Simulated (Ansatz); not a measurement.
## From computed data to an observable: hopping rate and mobility from the reorganisation energy

C10H7FSSe, SMILES Fc1csc(/C=C/c2ccc[se]2)c1.

Geometry: PBE-D3(BJ)/def2-SVP. The structure was generated by enumeration; whether it is a known compound was not checked. The values are those of a single conformer.

Four-point relaxation energies from PBE-D3(BJ)/def2-SVP in Ansatz (a program for electronic structure), gas phase: hole: ion 130 meV, neutral 129 meV; electron: ion 118 meV, neutral 117 meV. Assume, for the exercise, a transfer integral of 50 meV, an outer reorganisation energy of 50 meV, equal site energies, a hop of 4.0 Å along one direction and 298.15 K (kT = 25.69 meV).

Task: Find the Marcus rate and the mobility for each carrier.

Result: 
k = (2π/ħ) t² (4π λ kT)^(−1/2) exp(−λ/4kT), ħ = 6.582×10⁻¹³ meV s; for a chain D = k a² and μ = e D/kT.
Hole: λ = 130 + 129 + 50 = 309 meV, barrier λ/4 = 77 meV, k = 3.7e12 s⁻¹, μ = 0.23 cm²/(V s).
Electron: λ = 118 + 117 + 50 = 285 meV, barrier λ/4 = 71 meV, k = 4.9e12 s⁻¹, μ = 0.31 cm²/(V s).
The rate is non-adiabatic hopping, which holds while t is well under λ. Disorder and quantum modes are left out.
